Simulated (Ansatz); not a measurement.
Cost and result for the atomization energy of `C=C[SiH2]S[SiH](F)F` (13 atoms, 12 bonds).

```xyz
13

C     0.1652    0.3677    1.9238
C     0.9266   -0.5269    1.3023
Si    1.4241   -0.4428   -0.4809
S     0.3929    1.1260   -1.5434
Si   -1.5895    0.4363   -1.4673
F    -2.3711    1.0499   -0.2302
F    -1.6419   -1.1387   -1.2855
H    -0.2377    1.2353    1.4105
H    -0.0935    0.2680    2.9738
H     1.2946   -1.3800    1.8726
H     1.1994   -1.7458   -1.1511
H     2.8508   -0.0621   -0.6376
H    -2.3199    0.8129   -2.6870
```

Total charge 0; spin multiplicity 1. The structure was optimised at the PBE0-D4/def2-TZVP level. It is one conformer, not always the lowest. Program: Ansatz. All runs use 2 threads of an AMD EPYC 7R13 on a shared host and a share of an NVIDIA H100 80 GB. Times are those of one run each, without the atoms' runs, and a repeat can differ threefold. Electronic energies, without spin–orbit coupling; frozen cores. CCSD(T)/CBS adds CCSD(T) − MP2 in def2-TZVPP to the MP2 limit, and its time is that of the two runs behind it. T1 = 0.012. B3LYP takes the VWN-RPA correlation (the form of Gaussian; ORCA's B3LYP/G).

CCSD(T)/CBS is a level of theory with its own doubt, some kJ/mol a heavy atom from the limit and from the frozen cores, so smaller differences don't rank the functionals.

| level | functions | wall time |
| --- | --- | --- |
| PBE0-D4/def2-TZVPP | 334 | 2 s |
| B3LYP-D4/def2-TZVPP (with forces) | 334 | 2.5 s |
| PBE-D4/def2-TZVPP (with forces) | 334 | 2.6 s |
| B2PLYP/def2-TZVPP | 334 | 2.7 s |
| r2SCAN-D4/def2-TZVPP (with forces) | 334 | 2.8 s |
| ωB97X-V/def2-TZVPP | 334 | 2.8 s |
| ωB97M-V/def2-TZVPP (with forces) | 334 | 3.5 s |
| MP2/def2-QZVPP | 618 | 3.9 s |
| CCSD(T)/def2-TZVPP | 334 | 6.5 s |
| CCSD(T)/CBS(def2) | – | 10 s |

(1) What atomization energy does each give, and how far from CCSD(T)/CBS? (Estimate.)

Results:

(1) Ansatz gave: 
| level | atomization (kJ/mol) | difference from CCSD(T)/CBS | per bond |
| --- | --- | --- | --- |
| PBE0-D4/def2-TZVPP | 5019.3 | -31.8 | -2.6 |
| B3LYP-D4/def2-TZVPP (with forces) | 5016.8 | -34.3 | -2.9 |
| PBE-D4/def2-TZVPP (with forces) | 5096.9 | 45.8 | 3.8 |
| B2PLYP/def2-TZVPP | 4969.8 | -81.3 | -6.8 |
| r2SCAN-D4/def2-TZVPP (with forces) | 5054.3 | 3.2 | 0.3 |
| ωB97X-V/def2-TZVPP | 5057.8 | 6.7 | 0.6 |
| ωB97M-V/def2-TZVPP (with forces) | 5054.7 | 3.6 | 0.3 |
| MP2/def2-QZVPP | 5102.6 | 51.5 | 4.3 |
| CCSD(T)/def2-TZVPP | 4905.5 | -145.6 | -12.1 |
| CCSD(T)/CBS(def2) | 5051.1 | 0.0 | 0.0 |

From PBE to PBE0 (25 % exact exchange), in def2-TZVPP and without D4, the atomization energy moves by −71.9 kJ/mol: exact exchange takes away binding that semilocal exchange gives to molecules. The D4 term adds +65.3 kJ/mol with B3LYP and +34.8 kJ/mol with PBE0; it sums over pairs of atoms, weighted by their polarisabilities, and B3LYP, whose exchange is more repulsive, gets the larger term. In def2-TZVPP, CCSD(T) changes the Hartree–Fock value by +1138.9 kJ/mol (the triples alone add +76.8 kJ/mol) and MP2 by +1248.4 kJ/mol; breaking electron pairs costs correlation energy, which Hartree–Fock lacks.
